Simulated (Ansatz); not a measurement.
# Worked example: C2H8Si2 + Si(CH3)(OH)2(SiH3) → C2H8OSi2 + SiH(CH3)(OH)(SiH3)

Gas-phase species: C2H8Si2 `[SiH3]/C=C/[SiH3]`, singlet; Si(CH3)(OH)2(SiH3), singlet; C2H8OSi2 `O[SiH2]/C=C/[SiH3]`, singlet; SiH(CH3)(OH)(SiH3), singlet. The partners trade H for OH; both sit on Si, so the bond types are kept.

Shapes, held fixed at every level: PBE0-D4/def2-TZVP. Flexible molecules stand in one conformer, not always the lowest. Programs: Ansatz 0.2.0. Electronic energies: no zero-point or thermal term.

At CCSD(T)/CBS estimate; 1 Eh = 2625.50 kJ/mol:

```
           species  energy (Eh)
           C2H8Si2  -659.040332
Si(CH3)(OH)2(SiH3)  -771.483899
          C2H8OSi2  -734.270799
SiH(CH3)(OH)(SiH3)  -696.247023
```

Task: Work out ΔE of the reaction at this level.

Result: 
1. Products less reactants: (-734.270799) + (-696.247023) − [(-659.040332) + (-771.483899)] = 0.006409 Eh = +16.8 kJ/mol.

Other levels give +15.9 (B2PLYP/def2-TZVPP) to +18.0 kJ/mol (PBE-D4/def2-TZVPP). No measured value is set beside it here. The CBS estimate extrapolates MP2 from def2-TZVPP and def2-QZVPP and adds CCSD(T) − MP2 in the triple-zeta set, cores frozen.
